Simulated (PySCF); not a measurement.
AlH2, SMILES [AlH2+], charge +1.

Geometry optimised at ωB97X-D3(BJ)/def2-TZVPD. The spin state was assumed, not searched. The isomer is the one that the SMILES or the coordinates give; other isomers of the formula were not compared.

The numbers are results of TDDFT-B3LYP/def2-TZVPD run with PySCF 2.14.0, not measurements.

Vertical excitations; the highest root listed may be one member of a degenerate set. The molecule is in vacuum. State labels are in the subgroup D2h.

### Question
Give excitation energies, oscillator strengths and character. (Estimate from the structure and the level; the computed values follow.)

### Answer

| state | symmetry | energy (eV) | λ (nm) | f | main pairs |
|---|---|---|---|---|---|
| S1 | B3g | 6.29 | 197 | 0.000 | HOMO→LUMO (degenerate set) |
| S2 | B2g | 6.29 | 197 | 0.000 | HOMO→LUMO+1 (degenerate set) |
| S3 | B1u | 9.03 | 137 | 0.822 | HOMO→LUMO+2 99 % |
| S4 | B2u | 9.43 | 131 | 0.274 | HOMO−1→LUMO (degenerate set) |
| S5 | B3u | 9.43 | 131 | 0.274 | HOMO−1→LUMO+1 (degenerate set) |
| S6 | Ag | 10.43 | 119 | 0.000 | HOMO−1→LUMO+2 98 % |
| S7 | B1u | 11.29 | 110 | 0.078 | HOMO→LUMO+3 99 % |
| S8 | B3u | 11.99 | 103 | 0.553 | HOMO→LUMO+4 (degenerate set) |
| S9 | B2u | 11.99 | 103 | 0.553 | HOMO→LUMO+5 (degenerate set) |
| S10 | B1u | 12.13 | 102 | 0.000 | HOMO→LUMO+6 99 % |
| T1 | B3g | 5.70 | 217 | 0 | HOMO→LUMO (degenerate set) |
| T2 | B2g | 5.70 | 217 | 0 | HOMO→LUMO+1 (degenerate set) |
| T3 | B1u | 5.82 | 213 | 0 | HOMO→LUMO+2 99 % |
| T4 | B2u | 7.73 | 160 | 0 | HOMO−1→LUMO 97 % |
Triplets are in the Tamm–Dancoff approximation, which puts them higher than full response would, so one can lie above its singlet here.
